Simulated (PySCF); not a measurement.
HfF4, singlet: structure and spectrum

All numbers come from PySCF, B3LYP, basis Hf def2-SVP with ECP60, F def2-SVP (scalar-relativistic core potentials, no spin–orbit coupling, density fitting).

The structure is a higher-order saddle point with 2 imaginary modes.

```xyz
5
charge 0 multiplicity 1, angstrom
Hf    0.0000    0.0000    0.0000
F     1.9406    0.0000    0.0000
F     0.0000    1.9406    0.0000
F    -1.9406    0.0000    0.0000
F     0.0000   -1.9406    0.0000
```

```json
{
 "Point group": "D4h",
 "Bond lengths": "Hf–F 1.941 Å (×4)",
 "Bond angles": "F–Hf–F 90.0° (×4), F–Hf–F 180.0° (×2)",
 "Atomisation energy without zero-point energy": "2399 kJ/mol",
 "Principal quadrupole moments (Buckingham, traceless) about the centre of mass": "-9.73, -9.73, 19.46 D Å",
 "Principal polarisabilities": "19.2, 33.3, 33.3 bohr³",
 "Lowest empty level": "-4.83 eV",
 "Dipole moment": "0.00 D",
 "Highest occupied level": "-10.47 eV",
 "Zero-point energy (real modes)": "18.9 kJ/mol",
 "Rotational constants": "0.1178, 0.1178, 0.0589 cm⁻¹"
}
```

Harmonic modes (masses in u: Hf 179.947, F 18.998):
```tsv
symmetry	ω (cm⁻¹)	IR (km/mol, summed over degenerate members)	μ (u)
b2u	190i	–	19.00
a2u	94i	–	25.87
eu	168	56.0	21.29
b2g	261	0.0	19.00
b1g	622	0.0	19.00
eu	637	496	22.56
a1g	672	0.0	19.00
```

In D4h the vibrations span b2u + a2u + 2eu + b2g + b1g + a1g. The a1g, b1g, b2g, b2u modes carry no infrared intensity, as symmetry demands. With a centre of inversion only u modes can be infrared active and only g modes Raman active.

Charges (e):
| atom | Mulliken | Löwdin | polar tensor | Mayer order to Hf1 |
| --- | --- | --- | --- | --- |
| Hf1 | 1.49 | 0.64 | 3.17 | – |
| F2,3,4,5 | -0.37 | -0.16 | -0.79 | 1.05 |

Mulliken populations on Hf1 (electrons outside its core potential): s 2.20, p 6.34, d 1.72, f 0.25.

Stability towards spin polarisation was not tested. This need not be the most stable arrangement of these atoms. At this level a singlet minimum of Td symmetry lies 223 kJ/mol below this structure. With an element this heavy the missing spin–orbit coupling can shift these numbers.

The final relaxation and frequency run took about 4 core-minutes on a shared host.
